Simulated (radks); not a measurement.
The mean radii <r> (bohr) of the occupied orbitals of an atom or ion are listed with their occupations. Method: Dirac Kohn-Sham, LDA (Slater exchange, Perdew-Wang correlation), spin-unpolarised, spherical densities, finite nucleus; Fermi nuclear charge, rms radius of each element as measured or else 0.836 A^(1/3) + 0.57 fm; computed with a radial shooting solver on a logarithmic mesh with Libxc functionals.

orbital  occ.      <r>
1s1/2       2  0.06657
2s1/2       2   0.3089
2p1/2       2   0.2726
2p3/2       4   0.2753
3s1/2       2   0.9238
3p1/2       2   0.9643
3p3/2       4   0.9714
3d3/2       1    1.076

Name the element and its charge. Open shells, if any, fill j = l - 1/2 first.

Answer. Z = 23, vanadium, charge +4: V4+ in [Ar] 3d1. The 1s radius gives Z: for a bare nucleus <r> = (2 gamma + 1)/(2Z) with gamma = sqrt(1 - (Z/c)^2), 0.0646 bohr for Z = 23, and screening makes it slightly larger (0.06657 here). The occupations add up to 19, and the charge is Z minus that.
